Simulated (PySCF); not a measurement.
SMILES c1cncc(-c2ccncc2)c1 (C₁₀H₈N₂), singlet (GFN2-xTB optimised geometry):

```
20

C      2.285     1.216    -0.017
C      2.947    -0.003    -0.004
N      2.318    -1.166     0.000
C      1.000    -1.166     0.000
C      0.224    -0.005     0.000
C     -1.242    -0.072     0.006
C     -2.008     0.799    -0.768
C     -3.387     0.688    -0.727
N     -4.028    -0.203     0.011
C     -3.304    -1.030     0.745
C     -1.920    -1.012     0.781
C      0.901     1.213    -0.014
H      2.837     2.143    -0.022
H      4.028    -0.056     0.005
H      0.533    -2.143    -0.019
H     -1.535     1.535    -1.401
H     -4.015     1.345    -1.315
H     -3.866    -1.742     1.336
H     -1.377    -1.699     1.411
H      0.349     2.141     0.000
```

Method: B3LYP/def2-SVP run with PySCF.

### Question
What are the frontier orbital energies and the dipole moment?

### Answer
HOMO-2 -7.22 eV, HOMO-1 -7.11 eV, HOMO -6.99 eV, LUMO -1.59 eV, LUMO+1 -1.00 eV; dipole moment 2.23 D.

On the same geometry PySCF with PBE/def2-SVP gives HOMO-2 -6.48 eV, HOMO-1 -5.83 eV, HOMO -5.67 eV, LUMO -2.31 eV, LUMO+1 -1.78 eV; dipole moment 2.17 D.

Meta-Löwdin charges at B3LYP/def2-SVP: C1 -0.12, C2 0.02, N3 -0.24, C4 0.02, C5 -0.02, C6 0.03, C7 -0.13, C8 0.02, N9 -0.25, C10 0.02, C11 -0.13, C12 -0.08, H13 0.11, H14 0.11, H15 0.10, H16 0.11, H17 0.10, H18 0.10, H19 0.11, H20 0.11.
